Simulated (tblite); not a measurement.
Compound: C₂H₅PSe.
SMILES with atom numbers: `[Se:1]=[PH:2]1[CH2:3][CH2:4]1` (hydrogens: H5 on P2; H6, H7 on C3; H8, H9 on C4)

Computed with GFN2-xTB (tblite): harmonic, unscaled wavenumbers at the GFN2-xTB geometry, gas phase. This tight-binding method is rough: wavenumbers can miss measured ones by several per cent, in bad cases by 10 to 20. Modes of hydrogen on phosphorus can be 10 to 20 % off.

Harmonic wavenumbers (cm⁻¹): 151.9, 155.3, 427.9, 514.2, 706.1, 715.3, 743.6, 780.2, 789.6, 923.0, 997.8, 1024.7, 1088.4, 1125.2, 1374.6, 1397.8, 2246.3, 3042.6, 3045.3, 3061.5, 3075.9.

A = 12679, B = 1717, C = 1711 MHz; mass 139.929 u (most abundant isotopes); point group Cs, symmetry number 1.

Task: What is the zero-point energy?

Result: Half the sum of the wavenumbers: 13694 cm⁻¹ = 39.15 kcal/mol.

Task: Give the ideal-gas entropy at 500 K and 1 bar in the rigid-rotor, harmonic-oscillator model (classical rotation).

Result: Translation 43.31, rotation 28.10, vibration 16.94: S = 88.4 cal/(mol K).

Task: And Cp and H(500 K) − H(0)?

Result: Cp = 28.57 cal/(mol K), of which vibrations give 20.62 (their classical limit is 21 R = 41.7); H(500 K) − H(0) = 8.87 kcal/mol without the zero-point energy, 4.90 from vibrations.

Task: How do the functions run with temperature in this model?

Result: 
```
 T (K)  S (cal/(mol K))  Cp (cal/(mol K))  H − H(0) (kcal/mol)  G − H(0) (kcal/mol)  ln q(vib)
   150             64.9              12.7                 1.49                -8.25       0.55
   250             72.5              17.5                 2.99               -15.13       1.29
298.15             75.8              20.1                 3.90               -18.70       1.70
   400             82.4              24.9                 6.19               -26.76       2.62
   600             93.8              31.5                11.88               -44.42       4.59
   900            107.8              37.4                22.29               -74.75       7.51
```

q(vib) and H(0) count from the zero-point level.

Task: Which modes carry the vibrational entropy at 500 K?

Result: 151.9 cm⁻¹: 3.65; 155.3 cm⁻¹: 3.60; 427.9 cm⁻¹: 1.69; 514.2 cm⁻¹: 1.38; 706.1 cm⁻¹: 0.89; 715.3 cm⁻¹: 0.87 cal/(mol K); the other 15 give 4.86 together.

Hindered rotation and anharmonicity are outside this model.
